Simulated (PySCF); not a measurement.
Spin states and ions at one geometry of Tl(CCH)

PySCF 2.14.0, RKS r2SCAN, Tl def2-SVP with ECP60, C def2-SVP, H def2-SVP; non-relativistic Hamiltonian with scalar-relativistic core potentials where named; density fitting; no spin-orbit coupling; singlets restricted, open shells unrestricted. The geometry is relaxed for charge 0, singlet, vacuum:

```xyz
4

Tl    0.0000    0.0000   -0.2086
C     0.0000    0.0000    2.1074
C     0.0000    0.0000    3.3400
H     0.0000    0.0000    4.4173
```

Energies count from the relaxed state; an electron taken off or put on is at rest in vacuum. Charges and spins are Mulliken's.

Q: Order these states by energy, lowest first.
A. charge 0, singlet, vacuum
B. charge 0, triplet, vacuum
C. charge -1, doublet, vacuum
D. charge +1, doublet, vacuum

A: C (-0.11 eV), A (0.00 eV), B (3.39 eV), D (9.07 eV).

Q: How do charge and spin on the first atom follow?

A: 
| state | spin squared | charge on Tl1 (e) | spin on Tl1 (e) | dipole about the centre of mass (D) |
| --- | --- | --- | --- | --- |
| charge 0, singlet, vacuum | 0.00 | 0.39 | 0.00 | 1.89 |
| charge 0, triplet, vacuum | 2.02 | 0.16 | 1.41 | 0.72 |
| charge +1, doublet, vacuum | 0.79 | 0.96 | 0.40 | 1.13 |
| charge -1, doublet, vacuum | 0.76 | -0.51 | 0.97 | 2.55 |

With an electron taken off (doublet) the charges change, summed by element, by Tl +0.57 e, C +0.32 e, H +0.10 e. The vertical ionisation energy is 9.07 eV, against −ε(HOMO) = 6.21 eV of the relaxed state. The level lies 2.9 eV too high, as is usual for semilocal functionals and global hybrids, which keep a self-interaction error.

With an electron put on (doublet) the charges change, summed by element, by Tl -0.90 e, C -0.03 e, H -0.07 e. The vertical electron affinity is 0.11 eV, against −ε(LUMO) = 2.11 eV of the relaxed state. The basis has no diffuse functions, which an added electron needs. The added electron's level lies above zero.

Open shells may have lower solutions than those found.

No frequency check is given that shows the relaxed geometry to be a minimum.
